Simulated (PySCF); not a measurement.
# Computed records: B2ClH5Si, AlBHO2

All values are calculated (PySCF 2.14.0). Calculation on a computer-drawn molecule: optimised geometry and harmonic frequencies of an isolated molecule of the commonest isotopes, restricted reference for singlets and unrestricted otherwise, frozen core in MP2.

Common to all runs: charge 0; basis cc-pV(D+d)Z.

(1) B2ClH5Si

Start structure:
```xyz
9
B2ClH5Si
B      1.2210     0.6092    -0.5546
B      0.1359     0.4083     0.6250
Si    -0.6328    -1.3389     0.9196
Cl     0.1966    -2.1863     2.6730
H      0.8606     0.9266    -1.6450
H      2.3532     0.4335    -0.4639
H     -0.2032     1.2566     1.4358
H     -0.4745    -2.3891    -0.0938
H     -2.0719    -1.3827     1.2486
```

- multiplicity: 1
- method: HF

Drawn bonds:
```tsv
atom	other atom	order
1	2	1
2	3	1
3	4	1
1	5	1
1	6	1
2	7	1
3	8	1
3	9	1
```

(2) AlBHO2

Start structure:
```xyz
5
AlBHO2
O      1.5247    -0.1896     3.3799
B      1.8885    -0.6661     2.3412
O      2.2838    -1.1804     1.2182
Al     2.2754    -2.0686    -0.2567
H      3.6374    -2.0042    -1.0637
```

* multiplicity: 2
* method: MP2

Drawn bonds:
```tsv
atom	other atom	order
1	2	2
2	3	1
3	4	1
4	5	1
```

**Q.** What rotational constants does the calculation give for B2ClH5Si (entry 1)?
**A.** 11.74, 1.832, 1.688 GHz

**Q.** Give the missing total energy for B2ClH5Si (entry 1).
**A.** -800.7183 hartree

**Q.** Give the missing total energy for AlBHO2 (entry 2).
**A.** -417.5255 hartree

**Q.** Estimate the spin squared of AlBHO2 (entry 2).
**A.** 0.7567

**Q.** Give the missing rotational constants for AlBHO2 (entry 2).
**A.** 84.59, 2.611, 2.533 GHz

Further results for B2ClH5Si (entry 1):

* convergence status largest gradient component: 4.765e-06 hartree/bohr

Optimised structure:
```xyz
9
B2ClH5Si
B      1.1526     0.7094    -0.6800
B      0.2939     0.3081     0.6967
Si    -0.6347    -1.4801     1.0059
Cl    -0.2486    -2.1282     2.9526
H      0.6135     1.1960    -1.6391
H      2.3360     0.5094    -0.7572
H      0.1666     1.1096     1.5844
H     -0.1963    -2.5723     0.1141
H     -2.0981    -1.3147     0.8673
```

Modes:
```tsv
frequency (cm⁻¹)	reduced mass (dalton)
20.71	2.985
139	2.899
204.8	2.833
322.9	1.189
469.6	1.237
507.5	1.327
534	4.543
605.7	3.952
736.5	1.085
792.9	1.215
870.8	1.467
910.7	1.37
988.9	1.936
1029	1.061
1092	1.611
1264	1.285
2318	1.042
2330	1.04
2658	1.057
2694	1.091
2725	1.12
```

Further results for AlBHO2 (entry 2):

- convergence status largest gradient component: 2.284e-05 hartree/bohr

Optimised structure:
```xyz
5
AlBHO2
O      1.3684    -0.2559     3.3742
B      1.9084    -0.6565     2.3438
O      2.5152    -1.0735     1.2413
Al     2.2716    -2.0357    -0.1993
H      3.5462    -2.0873    -1.1411
```

Modes:
```tsv
frequency (cm⁻¹)	reduced mass (dalton)
89	9.611
124.7	1.234
507	12.32
517.8	11.69
568.9	1.802
639.1	2.444
1120	15.77
1914	1.048
2044	11.61
```
